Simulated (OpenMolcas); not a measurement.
# How basis sets differ on InCNF2 (SMILES N#[C][In]([F])[F])

InCNF2 has 5 atoms, charge 0, and is taken as a singlet. As SMILES, `N#[C][In]([F])[F]`. The shape is that of a PBE0-D4/def2-TZVP optimisation.

```xyz
5

N     1.2980   -1.5922    1.5896
C     0.7249   -0.8903    0.8786
In   -0.3060    0.3723   -0.4003
F    -1.8721   -0.1548   -1.3755
F     0.2051    2.1914   -0.7337
```

Quantity: the HOMO–LUMO gap, in eV. The values are calculated.

```csv
level,kind,program,value (eV),CPU time
HF/ANO-R0 (sfX2C),Hartree–Fock,OpenMolcas,12.61,6.2 s
HF/ANO-RCC-MB (DKH2),Hartree–Fock,OpenMolcas,14.35,14 s
HF/STO-3G,Hartree–Fock,OpenMolcas,14.55,4.8 s
HF/3-21G,Hartree–Fock,OpenMolcas,14.18,6.1 s
HF/def2-SVPD (core potential),Hartree–Fock,OpenMolcas,14.05,31 s
```

All-electron rows without a relativistic Hamiltonian named are non-relativistic, while core potentials hold scalar relativity, so basis and relativity change together. The values span 12.61 to 14.55 eV. A Hartree–Fock LUMO above zero doesn't converge with the basis: it sinks as sets grow more diffuse. Orbital gaps aren't excitation energies. Times are those of the runs behind each value, whatever else they computed, on shared processors of several kinds: orders of magnitude only.
